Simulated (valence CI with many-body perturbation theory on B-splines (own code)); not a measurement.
Which ion has this spectrum?

A relativistic CI+MBPT calculation for an atom or ion with 13 electrons gives these levels (eV):

| J | Parity | E | g |
| --- | --- | --- | --- |
| 1/2 | odd | 0.00 | 0.65 |
| 1/2 | even | 122.99 | 2.21 |
| 3/2 | odd | 146.06 | 1.33 |
| 3/2 | even | 247.03 | 1.65 |
| 5/2 | even | 260.61 | 1.36 |
| 3/2 | even | 278.27 | 0.95 |
| 1/2 | even | 286.49 | 1.22 |
| 3/2 | even | 327.87 | 0.83 |
| 5/2 | even | 353.29 | 1.23 |
| 3/2 | odd | 401.44 | 1.21 |
| 5/2 | even | 406.17 | 1.39 |
| 3/2 | odd | 415.38 | 0.57 |
| 5/2 | odd | 425.26 | 1.04 |
| 1/2 | even | 433.02 | 1.88 |

The energies are calculated, and their last digits are not significant.

Problem. Which is it?
A. Pr46+
B. Nd47+
C. Gd51+
D. Pm48+

Solution. D. Pm48+, ground level (3s^2 3p1/2) J=1/2.
